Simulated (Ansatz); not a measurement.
System: Si₂H₂, charge 0, multiplicity 1. 
Geometry from a B3LYP-D3(BJ)/def2-TZVP (Ansatz, a program for electronic structure) optimisation:
```
Si
H 1 1.4834
H 1 1.4834 2 112.18
Si 1 2.1998 2 123.91 3 180.00
```
Charge 0, spin multiplicity 1.

Basis-set convergence of Hartree-Fock and CCSD correlation energies (hartree) with Ansatz. Cores are frozen in the correlated levels unless marked. No spin-orbit coupling. Non-relativistic.

The Hartree-Fock reference is unstable (checked in the largest basis), which strains HF and MP2. 

```tsv
basis	functions	E(HF)	E(corr, CCSD)
def2-SVPD	64	-578.73576	-0.21818
def2-TZVPPD	130	-578.93374	-0.24927
def2-QZVPPD	218	-578.95017	-0.25972
```

Extrapolating the two largest sets (X = 3 and 4) as X^-3: E(corr) = (64·(-0.25972) - 27·(-0.24927))/37 = -0.2673 Eh, an estimate of the basis-set limit. The largest set recovers 97.1 % of it, the smallest 81.6 %.
